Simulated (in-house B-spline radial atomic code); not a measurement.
Ionising S III (S2+) with different functionals

Computed with a radial B-spline atomic code at the basis-set limit: four-component Dirac-Coulomb Hamiltonian, Fermi nucleus of rms radius 3.2611 fm, spin-restricted, spherical fractional occupations for the functionals, and exact exchange of hybrids averaged over the configuration. The ionisation energy is the difference of two self-consistent energies, [Ne] 3s2 3p2 → [Ne] 3s2 3p1, without Breit or QED terms; ε is the level of the shell that loses the electron (mean over j). The electron is taken from both j subshells in proportion to 2j + 1, so the result is a j average, not the step between ground levels.

```json
{"method": "B3LYP", "rung": "global hybrid", "ΔSCF (eV)": "34.15", "-ε(3p) (eV)": "29.37"}
{"method": "BHandHLYP", "rung": "global hybrid", "ΔSCF (eV)": "34.04", "-ε(3p) (eV)": "31.22"}
{"method": "HSE06", "rung": "range-separated hybrid", "ΔSCF (eV)": "34.10", "-ε(3p) (eV)": "29.26"}
{"method": "LC-wPBE", "rung": "range-separated hybrid", "ΔSCF (eV)": "34.27", "-ε(3p) (eV)": "32.77"}
```

(1) Among the functionals, which spreads more, the ΔSCF values or the orbital energies?

(2) How do they compare with the NIST value?

## Answers

(1) The orbital energies: ΔSCF values span about 0.23 eV and the orbital energies 3.51 eV; here energy differences depend much less on the functional than eigenvalues do.

(2) NIST lists 34.86 eV ± 0.04 (semi-empirical, ground level to ground level). Errors run from -0.82 to -0.59 eV. The correlated functionals all miss on the same side by more than they spread, so the cause is common to them (Breit-QED terms, spin polarisation, the choice among j levels, multiplet and fine-structure energies, or a listed next ion that isn't the cheapest removal here) and closeness doesn't rank the functionals.
